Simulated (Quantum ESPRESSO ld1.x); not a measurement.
Question: These are the eigenvalues of the occupied orbitals of an atom or ion with whole-number occupations (Ry). All-electron calculation, Dirac Kohn-Sham, rPW86 exchange with PBE correlation, spin-unpolarised, spherical densities, point nucleus. Program: ld1.x of Quantum ESPRESSO 7.5.

1s1/2: -1612.32
2s1/2: -231.722
2p1/2: -214.054
2p3/2: -204.424
3s1/2: -40.8571
3p1/2: -33.9964
3p3/2: -32.3649
3d3/2: -20.2398
3d5/2: -19.9223
4s1/2: -5.62618
4p1/2: -3.59015
4p3/2: -3.34302
4d3/2: -0.40328
4d5/2: -0.37987
5s1/2: -0.32683

Which element is it, and in what charge state? The configuration may be excited. Open shells, if any, are shared by 2j + 1.

Answer: Z = 44, ruthenium, charge 0: Ru in [Kr] 4d7 5s1. The list shows which subshells hold electrons but not how many an open one holds; the 1s level, -806.16 hartree, gives Z - s = 40.2 by -(Z - s)^2/2, which with screening and relativity narrows Z to a few neighbours, and the depths of the outer levels then fix element, charge and occupations together.
